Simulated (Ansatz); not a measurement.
```xyz
10

N    -1.597   -0.685   -0.082
C    -0.430   -0.152   -0.015
Al   -0.320    1.792    0.389
Si    1.044   -1.299   -0.314
H    -2.343    0.001    0.091
H    -1.759    2.438    0.581
H     1.030    2.618    0.510
H     0.617   -2.692   -0.596
H     1.922   -1.261    0.890
H     1.837   -0.760   -1.454
```

Total charge 0; spin multiplicity 1.

(1) List the ωB97M-V/def2-TZVPP orbital energies in eV (the Gaussian-basis code of Ansatz). (Best estimate.)

Answers

(1) The calculation gave: Occupied: -1806.81, -1532.41, -394.99, -282.22, -147.92, -117.03, -102.03, -102.02, -102.02, -76.72, -76.50, -76.49, -27.97, -19.73, -16.97, -15.89, -13.15, -12.82, -12.73, -11.93, -11.46, -11.06, -8.74. Lowest empty: -0.52, 1.48, 1.74, 2.26, 2.51, 2.84, 3.33, 3.36.
